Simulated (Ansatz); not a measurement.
C2H5NSSi can be A, `C[SiH](S)C#N`, or B, `C1=N[SiH2]CS1`.

Calculated with Ansatz (gas phase, PBE0-D4/def2-TZVP geometries, no zero-point term in ΔE). CBS: MP2 limit from def2 TZ/QZ plus the TZ coupled-cluster correction, frozen cores. DFT in def2-TZVPP. B3LYP here is the variant with VWN-RPA as its local correlation; programs differ in this. One conformer a species, not always the lowest.

A:

```xyz
10

C     1.331   -0.376   -0.597
Si   -0.281    0.374   -0.076
S    -1.859   -0.701   -1.012
C    -0.440    0.225    1.768
N    -0.538    0.137    2.912
H     1.467   -0.272   -1.675
H     2.160    0.125   -0.092
H     1.363   -1.437   -0.340
H    -0.374    1.826   -0.352
H    -2.829    0.099   -0.537
```

B:

```xyz
10

C    -1.016    1.316    0.364
N    -0.840    0.444    1.260
Si    0.221   -0.837    0.741
C     0.626   -0.268   -1.031
S    -0.286    1.276   -1.246
H    -1.652    2.195    0.510
H     1.432   -0.914    1.596
H    -0.470   -2.151    0.764
H     1.690   -0.076   -1.174
H     0.296   -0.984   -1.784
```

Question: Which isomer does CCSD(T)/CBS put lower? Give the gap. (Best estimate.)

Answer: The calculation gave: A, by 18.8 kcal/mol.

Question: Give E(B) − E(A) in kcal/mol with CCSD(T)/def2-TZVPP, B3LYP, MP2/def2-TZVPP, CCSD/def2-TZVPP, HF/def2-TZVPP, PBE0-D4, r2SCAN-D4. (Estimate.)

Answer: The calculation gave: CCSD(T)/def2-TZVPP 20.3, B3LYP 18.3, MP2/def2-TZVPP 20.7, CCSD/def2-TZVPP 22.0, HF/def2-TZVPP 25.9, PBE0-D4 12.0, r2SCAN-D4 13.7. None reverses the order clearly.

Largest T1 diagnostic: 0.015.

In def2-TZVPP, CCSD(T) changes the Hartree–Fock value by −5.5 kcal/mol (the triples alone add −1.6 kcal/mol) and MP2 by −5.1 kcal/mol. The D4 term adds −1.7 kcal/mol with B3LYP and −0.7 kcal/mol with PBE0; it sums over pairs of atoms, weighted by their polarisabilities, and B3LYP, whose exchange is more repulsive, gets the larger term.
